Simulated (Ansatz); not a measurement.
Reaction (redistribution): `CO[SiH2]Cl` + `C[S][Zn][F]` → `CO[SiH](Cl)SC` + `[F][ZnH]`

Program: Ansatz. Geometries: PBE0-D4/def2-TZVP. ΔE: electronic, gas phase. CCSD(T)/CBS adds triple-zeta CCSD(T) − MP2 to the extrapolated MP2 energy (def2 sets, frozen cores). DFT in def2-TZVPP. B3LYP here is the variant with VWN-RPA as its local correlation; programs differ in this. For Zn outer-core shells are correlated without core-valence functions, which leaves a few kJ/mol of doubt a bond. Scalar relativity is left out up to krypton. One conformer a species, not always the lowest.

`CO[SiH2]Cl`:

Cartesian coordinates in Å:
```
C 0.399 0.355 -1.275
O -0.611 -0.231 -0.480
Si -0.575 -0.305 1.143
Cl 1.026 -1.419 1.796
H 0.034 0.407 -2.301
H 1.311 -0.248 -1.253
H 0.639 1.369 -0.935
H -1.819 -0.973 1.566
H -0.404 1.043 1.738
```

`C[S][Zn][F]`:

```xyz
7

C    -0.088    0.341   -1.103
S     0.844    0.938    0.348
Zn    0.253   -0.446    1.870
F    -0.218   -1.567    3.129
H    -1.164    0.393   -0.943
H     0.173    1.012   -1.920
H     0.201   -0.671   -1.381
```

`CO[SiH](Cl)SC`:

Cartesian coordinates in Å:
```
C 2.696 -0.399 -0.564
O 1.637 0.091 0.233
Si 0.059 -0.121 -0.074
Cl -0.407 0.569 -1.962
S -0.956 0.950 1.423
C -2.653 0.558 0.900
H 3.633 -0.143 -0.069
H 2.682 0.059 -1.557
H 2.642 -1.487 -0.674
H -0.329 -1.552 -0.105
H -2.876 1.013 -0.064
H -2.816 -0.518 0.854
H -3.312 0.980 1.658
```

`[F][ZnH]`:

```xyz
3

F     1.442    0.460   -0.702
Zn   -0.070   -0.022    0.034
H    -1.372   -0.437    0.668
```

CCSD(T)/CBS gives +2.3 kcal/mol.

(1) Another level gave +1.1 kcal/mol. Which?
A. PBE/def2-TZVPP
B. PBE-D4/def2-TZVPP
C. HF/def2-TZVPP
D. B3LYP/def2-TZVPP

Largest T1 diagnostic among the species: 0.018.

Answers

(1) A. PBE 1.1, PBE-D4 -0.6, B3LYP 3.0, HF/def2-TZVPP 5.7 kcal/mol.

The D4 term adds −2.8 kcal/mol with B3LYP and −1.6 kcal/mol with PBE0; it sums over pairs of atoms, weighted by their polarisabilities, and B3LYP, whose exchange is more repulsive, gets the larger term. In def2-TZVPP, CCSD(T) changes the Hartree–Fock value by −5.0 kcal/mol (the triples alone add −0.8 kcal/mol) and MP2 by −5.5 kcal/mol.
